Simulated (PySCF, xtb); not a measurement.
SiH2Br2, SMILES Br[SiH2]Br.

Harmonic wavenumbers (cm⁻¹) from GFN2-xTB run with xtb 6.7.1 at its own minimum, in rising order: 100, 393, 458, 475, 592, 715, 757, 2405, 2413.

What does r2SCAN-D4/def2-SVP in PySCF give at its own minimum? (An estimate is asked for; the answer gives what the named calculation found.)

119, 399, 470, 551, 688, 845, 936, 2256, 2272. Paired by order, the mean absolute difference is 90 cm⁻¹ and the zero-point energies are 11.9 and 12.2 kcal/mol.
